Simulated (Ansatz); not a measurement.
Geometry optimisation, Ansatz 0.2.0, RKS PBE0-D4/def2-SVP.

The input (input.yaml):

```yaml
crystal:
  periodic: [false, false, false]
  atoms:
    - { symbol: Ga, position_ang: [-0.135534, 0.560921, -0.594386] }
    - { symbol: "N", position_ang: [-0.099542, 0.117234, 2.484229] }
    - { symbol: H, position_ang: [-0.899906, -0.095915, 3.075849] }
    - { symbol: H, position_ang: [0.735671, 0.092506, 3.065247] }
    - { symbol: Cl, position_ang: [1.756783, -0.049113, -1.387058] }
    - { symbol: Cl, position_ang: [-1.848672, -0.47059, -1.355895] }
    - { symbol: H, position_ang: [-0.265616, 1.767161, 0.394615] }
    - { symbol: H, position_ang: [-0.213883, 1.091396, 2.142697] }
basis:
  gaussian: { orbitals: def2-SVP }
hamiltonian:
  xc: pbe0
  dispersion: d4
relax:
  f_tol: 0.03
  max_steps: 50
output:
  orbitals: {}
```

Run as:

```bash
$ ansatz run input.yaml --threads 2 --pin off --max-ram 3072MiB --backend cpu --events-out ev --progress --plain --runs-dir out
```

Task: Where does it end, and by what steps?

Result: It converged. After 9 steps the energy has fallen by 1.215 eV; H3 moved furthest, 0.92 Å. Joined: Ga1–N2 (3.11 → 2.10 Å).

| step | energy less start (eV) | largest force component (eV/Å) | accepted |
| --- | --- | --- | --- |
| 0 | 0.0000 | 0.765 | yes |
| 1 | -0.1906 | 1.305 | yes |
| 2 | -0.4167 | 2.211 | yes |
| 3 | -0.8172 | 1.013 | yes |
| 4 | -0.9857 | 0.677 | yes |
| 5 | -1.0623 | 1.761 | yes |
| 6 | -1.1870 | 0.555 | yes |
| 7 | -1.2104 | 0.367 | yes |
| 8 | -1.2142 | 0.050 | yes |
| 9 | -1.2150 | 0.013 | yes |

```xyz
8
Properties=species:S:1:pos:R:3
Ga -0.160 0.723 -0.037
N -0.112 0.285 2.013
H -0.869 -0.376 2.196
H 0.778 -0.182 2.200
Cl 1.778 -0.183 -0.496
Cl -1.847 -0.591 -0.498
H -0.333 2.261 -0.203
H -0.207 1.077 2.650
```

Time of the run: 31 s on 2 threads of Arm Neoverse V1, on a shared host, peak memory 0.24 GiB.
